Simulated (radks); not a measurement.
Problem. Li II, configuration [He]. Method: non-relativistic Kohn-Sham, LB94 model potential, spin-unpolarised, spherical densities, point nucleus; computed with a radial shooting solver on a logarithmic mesh with Libxc functionals. Some entries of the table are withheld. Estimate them.

orbital  occ.  eigenvalue (hartree)  r(max) (bohr)
1s          2              -2.65333         0.3635
2s          0                   (1)          2.291
2p          0                   (2)            (3)

Solution. 
(1) 2s eigenvalue (hartree): -0.49594
(2) 2p eigenvalue (hartree): -0.42946
(3) 2p r(max) (bohr): 2.014
